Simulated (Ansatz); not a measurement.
`[InH2][B]1CO1` and `C[Se]B1CO1` differ in one atom or group.

Ansatz, PBE0-D4/def2-TZVP geometries, multiplicity 1. Each molecule was computed in one conformer, which needn't be the lowest.

Elements past krypton have def2 core potentials. Scalar relativity is left out up to krypton. Spin–orbit coupling is left out; it splits and shifts lone-pair levels of the heavy atoms by tenths of an eV.

```
                                          property  `[InH2][B]1CO1`
                 HOMO energy (PBE/def2-TZVPP) / eV            -6.22
size of the dipole moment (ωB97M-V/def2-TZVPP) / D             1.09
               LUMO energy (B3LYP/def2-TZVPP) / eV            -2.29
             LUMO energy (ωB97M-V/def2-TZVPP) / eV            -0.52
             HOMO energy (ωB97M-V/def2-TZVPP) / eV            -9.50
              HOMO–LUMO gap (PBE0/def2-TZVPP) / eV             5.36
```

(1) Give the same properties after the change, and the shifts. (Best estimate.)

Results:

(1) Computed: 
| property | `C[Se]B1CO1` | shift |
| --- | --- | --- |
| HOMO energy (PBE/def2-TZVPP) / eV | -5.98 | 0.24 |
| size of the dipole moment (ωB97M-V/def2-TZVPP) / D | 2.79 | 1.70 |
| LUMO energy (B3LYP/def2-TZVPP) / eV | -0.27 | 2.02 |
| LUMO energy (ωB97M-V/def2-TZVPP) / eV | 1.71 | 2.23 |
| HOMO energy (ωB97M-V/def2-TZVPP) / eV | -9.28 | 0.22 |
| HOMO–LUMO gap (PBE0/def2-TZVPP) / eV | 7.13 | 1.77 |

With PBE0 the HOMO rises by 0.24 eV and the LUMO rises by 2.00 eV, so the gap widens by about 1.76 eV. PBE moves the HOMO by 0.24 eV and ωB97M-V by 0.22 eV. Dipoles are sizes alone; their direction can turn.

B3LYP here is the variant with VWN-RPA as its local correlation; programs differ in this.
